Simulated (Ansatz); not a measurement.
Isolated molecules relaxed with PBE0-D4/def2-TZVP in Ansatz; ΔE leaves out vibrations. CBS: MP2 limit from def2 TZ/QZ plus the TZ coupled-cluster correction, frozen cores. This one scheme is used for every species. DFT in def2-TZVPP. B3LYP here is the variant with VWN-RPA as its local correlation; programs differ in this. Triplets are unrestricted, without spin–orbit coupling. For Ga outer-core shells are correlated without core-valence functions, which leaves a few kJ/mol of doubt a bond. Scalar relativity is left out up to krypton. Each species was taken in one conformer, which may not be the lowest.

Reaction (formal loss of a carbene): `FC[SiH2][GaH2]` → `[CH2]` (triplet) + `F[SiH2][GaH2]`

`FC[SiH2][GaH2]`:

Cartesian coordinates in Å:
```
F -0.974 1.246 -0.200
C -0.036 1.046 0.862
Si 0.785 -0.648 0.494
Ga -0.572 -0.827 -1.492
H -0.612 1.083 1.788
H 0.645 1.898 0.831
H 2.258 -0.471 0.358
H 0.543 -1.580 1.630
H -1.984 -1.509 -1.419
H -0.052 -0.237 -2.851
```

`[CH2]` (triplet):

```xyz
3

C     0.097    0.252    0.059
H     0.198    0.003   -0.986
H    -0.294   -0.255    0.928
```

`F[SiH2][GaH2]`:

Z-matrix (Å, degrees):
```
Si
Ga 1 2.418
F 1 1.610 2 111.9
H 1 1.490 2 111.5 3 -120.0
H 1 1.490 2 111.5 3 120.0
H 2 1.573 1 118.5 3 180.0
H 2 1.569 1 122.6 3 -0.0
```

```csv
level,ΔE (kJ/mol)
PBE0,247.7
B3LYP,233.2
```

Problem. What does CCSD(T)/CBS give? (An estimate is asked.)

Solution. The calculation gave: +245.7 kJ/mol. The listed levels differ from it by 2.0, -12.5 kJ/mol.

Largest T1 diagnostic among the species: 0.013.

Leaving LDA and LC-ωPBE aside and taking each functional with its dispersion term where it has one, the values, not all of them listed here, spread over 47.5 kJ/mol, from r2SCAN0-D4 to PBE-D4. LDA lies +76.5 kJ/mol from PBE without D4. From BLYP to BHLYP (50 % exact exchange), in def2-TZVPP and without D4, ΔE moves by −18.5 kJ/mol. At CCSD(T), def2-SVP lies +8.2 kJ/mol from the extrapolated value and def2-TZVPP −6.6 kJ/mol.

CCSD(T)/CBS has its own doubt, a few kJ/mol and more with outer-core shells, so smaller differences from it don't rank the levels.
